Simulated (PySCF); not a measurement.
Two species compared at the same levels of theory.

First species: C₅H₅ClO₂S₂.
Cartesian coordinates in Å at the GFN2-xTB level; atoms count from 1:
```
atom  x, y, z in Å
C1    -2.437   -0.732   -0.155
C2    -1.160    0.008    0.060
C3    -1.056    1.247    0.626
S4     0.561    1.825    0.713
C5     1.107    0.384   -0.027
S6     2.821    0.180   -0.289
O7     3.055   -0.749   -1.344
O8     3.467    1.450   -0.299
Cl9    3.374   -0.751    1.437
C10    0.110   -0.495   -0.314
H11   -3.265   -0.215    0.319
H12   -2.644   -0.819   -1.221
H13   -2.363   -1.737    0.255
H14   -1.855    1.859    0.996
H15    0.282   -1.448   -0.779
```

Second species: C₉H₇ClN₂.
SMILES with atom numbers: `[Cl:1][c:2]1[cH:3][cH:4][c:5](-[n:6]2[cH:7][cH:8][cH:9][n:10]2)[cH:11][cH:12]1` (hydrogens: H13 on C3; H14 on C4; H15 on C7; H16 on C8; H17 on C9; H18 on C11; H19 on C12)

Levels: PBE0/pcSseg-1 for dipole moment, HOMO energy, LUMO energy and HOMO–LUMO gap; GFN2-xTB for rotational constant A and rotational constant C. Geometries: GFN2-xTB. All species are isolated and taken at one optimised geometry, non-relativistic unless stated; the electronic structure was computed with PySCF and density fitting.

The conformers computed, where there is a choice (atom-mapped SMILES and torsion angles):
- `[CH3:1][c:2]1[cH:3][s:4][c:5]([S:6](=[O:7])(=[O:8])[Cl:9])[cH:10]1`: S4–C5–S6–O7 -157°
- `[Cl:1][c:2]1[cH:3][cH:4][c:5](-[n:6]2[cH:7][cH:8][cH:9][n:10]2)[cH:11][cH:12]1`: C4–C5–N6–C7 180°

Values for the first species:

```
Dipole moment         : 5.69 D
HOMO energy           : -7.77 eV
LUMO energy           : -2.14 eV
HOMO–LUMO gap         : 5.63 eV
Rotational constant A : 1.616 GHz
Rotational constant C : 0.533 GHz
```

Problem. Estimate the same properties for the second species, and the change in each.

Solution. 
| property | first | second | second less first |
| --- | --- | --- | --- |
| dipole moment | 5.69 D | 2.40 D | -3.29 D |
| HOMO energy | -7.77 eV | -6.65 eV | +1.12 eV |
| LUMO energy | -2.14 eV | -1.14 eV | +1.00 eV |
| HOMO–LUMO gap | 5.63 eV | 5.51 eV | -0.12 eV |
| rotational constant A | 1.616 GHz | 3.604 GHz | +1.988 GHz |
| rotational constant C | 0.533 GHz | 0.339 GHz | -0.194 GHz |

On the first: The dipole matches unit charges of opposite sign 1.18 Å apart (1 e·Å = 4.8032 D).

On the second: The dipole equals about 8.0 × 10⁻³⁰ C·m (1 D = 3.33564 × 10⁻³⁰ C·m). A dipole of 2.40 D is allowed in Cs, and pure rotational transitions are dipole-allowed.
